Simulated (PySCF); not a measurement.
**Ionisation energy of Ru³⁶⁺ by level of theory**

Ru³⁶⁺ [He] 2s2 2p4 [2p1/2^2 2p3/2^2, M_J = 2] → Ru³⁷⁺ [He] 2s2 2p3 [2p1/2^2 2p3/2^1, M_J = 3/2], as a difference of total energies. Calculation: PySCF 2.14, in an even-tempered Gaussian basis (17 s from 16 bohr⁻², ratio 2.4; 12 p from 20 bohr⁻², ratio 2.4; 5 d from 74 bohr⁻², ratio 2.6; 4 f from 110 bohr⁻², ratio 2.6); the two-component X2C-1e Hamiltonian. Correlated levels: nothing frozen; the 32 highest virtual spinors dropped. "Screened" scales the spin-orbit matrix elements by Boettger's factors to mimic the two-electron term; Breit and QED terms are absent.

| method | ionisation energy (eV) |
| --- | --- |
| GHF (spin-free) | 5153.7 |
| GMP2 (spin-free) | 5155.3 |
| GHF (screened spin-orbit) | 5137.3 |
| GMP2 (screened spin-orbit) | 5137.0 |

For this ion Breit and QED terms and the two-electron picture change, all absent here, outweigh the correlation shift from GHF to GMP2.

The spin-free rows relax to the high-spin LS determinant and lack the spin-orbit shift.

The labels give the starting determinants; with spin-orbit coupling the two ends relaxed to ⟨J²⟩ = 6.00, ⟨L²⟩ = 3.07, ⟨S²⟩ = 1.47 and ⟨J²⟩ = 3.75, ⟨L²⟩ = 2.18, ⟨S²⟩ = 1.69.

For comparison: 5136 ± 11 eV (semi-empirical (NIST evaluation); NIST Atomic Spectra Database, ionization energies).
